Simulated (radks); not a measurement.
Problem. All-electron atom: the ruthenium ion Ru38+ in [He] 2s2 2p2. Calculated with a radial shooting solver on a logarithmic mesh with Libxc functionals: Dirac Kohn-Sham, PBE, spin-unpolarised, spherical densities, point nucleus; open shells are shared between the two j in proportion to 2j + 1. Some entries of the table are withheld. Estimate them.

| orbital | occ. | eigenvalue (eV) | <1/r> (bohr^-1) |
|---|---|---|---|
| 1s1/2 | 2 | (1) | (2) |
| 2s1/2 | 2 | -5715.720 | 11.11 |
| 2p1/2 | 0.666667 | -5573.107 | (3) |
| 2p3/2 | 1.33333 | -5422.904 | (4) |

Solution. 
(1) 1s1/2 eigenvalue (eV): -24956.20
(2) 1s1/2 <1/r> (bohr^-1): 45.99
(3) 2p1/2 <1/r> (bohr^-1): 11.04
(4) 2p3/2 <1/r> (bohr^-1): 10.47
